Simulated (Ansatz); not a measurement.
TiO₂⁻. The state is a doublet with charge -1. Geometry PBE-D4/def2-TZVPD; atoms count from 1.

```xyz
3

Ti   -0.084    0.489    0.392
O    -1.184   -0.769    0.196
O     1.268    0.280   -0.588
```

**Question.** Estimate the Mulliken populations from the PBE0/def2-TZVPD orbitals of Ansatz.

**Answer.** 
```
atom  charge (e)  spin (α − β)  d electrons
 Ti1        0.60          1.28         2.25
  O2       -0.80         -0.14            –
  O3       -0.80         -0.14            –
```
Mulliken values depend strongly on the basis. With diffuse functions, as here, like atoms can get unlike values, and bond orders can come out too low or too high.

**Question.** Where does the spin sit?

**Answer.** Summed by element: Ti 1.28, O -0.28, of 1 unpaired in all. Largest on single atoms: Ti1 1.28, O2 -0.14, O3 -0.14.

**Question.** And the Mayer bond orders between heavy atoms (over 0.3)?

**Answer.** Ti1–O2 1.54 (1.68 Å); Ti1–O3 1.54 (1.68 Å).
